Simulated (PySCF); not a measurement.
C3H9Ge, SMILES C[C](C)[GeH3], multiplicity 2.

Geometry optimised at PBE-D3(BJ)/def2-SVP. The isomer is the one that the SMILES or the coordinates give; other isomers of the formula were not compared.

These are PBE/def2-TZVP run with PySCF values and carry that method's errors.

Gas-phase values at a fixed geometry.

Computed frontier levels, dipole moment and polarisability:
The α spin, highest occupied and lowest empty level is -4.38 and 0.03 eV. The β spin, highest occupied and lowest empty level is -7.15 and -2.66 eV. The dipole moment is 1.09 D and the quadrupole, principal values (traceless, Buckingham form, about the centre of nuclear charge) is -1.25, 0.56, 0.69 D·Å. The mean static polarisability is 73.8 bohr³ (10.93 Å³). The polarisability, principal values comes out as 61.5, 73.4, 86.4 bohr³ and the ⟨S²⟩ is 0.754 (pure state 0.75).
